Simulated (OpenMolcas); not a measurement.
## Pd2+: ligand-field states by method

Pd2+ with 4 ligands (chloride) in tetrahedral coordination (Td) at 2.47 Å. A charge of +0.5 e stands 2.6 Å behind each ligand. Ligand basis ANO-RCC-VDZP.
```
Pd    0.0000    0.0000    0.0000
Cl    1.4261    1.4261    1.4261
Cl    1.4261   -1.4261   -1.4261
Cl   -1.4261    1.4261   -1.4261
Cl   -1.4261   -1.4261    1.4261
```

```yaml
Program: OpenMolcas
Basis: ANO-RCC-VDZP [6s5p3d1f]
Scalar_Hamiltonian: DKH2, point nucleus
Active_space: 8 electrons in 5 orbitals (4d)
State_averaging: 2S+1 = 3 even, 10 roots; 2S+1 = 1 even, 15 roots
Spin-orbit_coupling: RASSI with atomic mean-field integrals over the reference wave functions
```

I. CASSCF
II. SS-CASPT2, IPEA 0.25 Eh, imaginary shift 0.1 Eh (closed shells correlated: 4s 4p and the ligand valence shells)

Spin-free states (labels of Td) in cm-1, each column counted from its own energy of the first state listed:

```tsv
State	Degeneracy	I	II
3T1	3	0	0
3T2	3	3571	4790
3A2	1	7733	11340
1E	2	11352	6600
1T2	3	11534	5330
3T1	3	15106	13910
1T2	3	17954	12780
1T1	3	19420	16310
1A1	1	19504	12470
1E	2	22106	20730
1A1	1	42981	32810
```

From I to II, I's first state of the same spin (3T2) moves from 3571 to 4790 cm-1, by about +1200 cm-1.

From I to II, I's first state of another spin (1E) moves from 11352 to 6600 cm-1, by about -4800 cm-1. In II another state of that kind comes below it.

I: A least-squares ligand-field fit to the states below 45000 cm-1, each weighted by its degeneracy and with a free common offset, gives 10Dq = -4445 cm-1 (negative for this site), B = 808 cm-1 and C = 3107 cm-1 (C/B = 3.84), with an rms deviation of 208 cm-1. The same method and metal basis give the free ion B = 935 cm-1 (fit to its terms below 60000 cm-1, rms deviation 8 cm-1), so the nephelauxetic ratio is β = 808 / 935 = 0.86; it hangs on how both fits weigh the states, and computed free-ion B values tend to be too large, so β mixes covalency with correlation.

χT at 300 K: I 1.83, II 1.61 cm3 K/mol.

Roots that are degenerate in the reference are averaged as groups; the widest CASPT2 spread within a group is 940 cm-1 (the 3-fold group of multiplicity 3 near 4790 cm-1 above the lowest state of its run, II). Shifts and gaps below about the spread of the groups concerned are not significant. Over all roots computed the reference weight is 0.69 to 0.73 in II; a low but even weight reflects the number of correlated electrons. An orbital triplet at a regular site is open to Jahn-Teller coupling, which can distort the site and quench the lowest spin-orbit gaps and is left out. Real 4d8 and 5d8 ions are as a rule square planar and diamagnetic. Ligand-to-metal charge-transfer states are missing. With no ligand orbital active B as a rule stays too high, so bands that hang on it stand too high and its fall with covalency is understated. Without dynamic correlation the repulsion within the d shell is too large (B by tens of per cent), so at a given field states of lower spin stand too high (holds for I). With metal d orbitals alone the field can be off either way by tens of per cent (holds for I). With one d shell and no ligand orbital active, 10Dq can be off by a tenth or more (holds for II). The distance lies 3 % over the 2.4 Å that this model takes as the normal distance (a Shannon-type radius plus a fixed donor radius); by an R⁻⁵ law this alone changes a d-shell field by about -13 %. No measured value stands beside these numbers; the geometry was imposed, not optimised, and the real ion may take another.
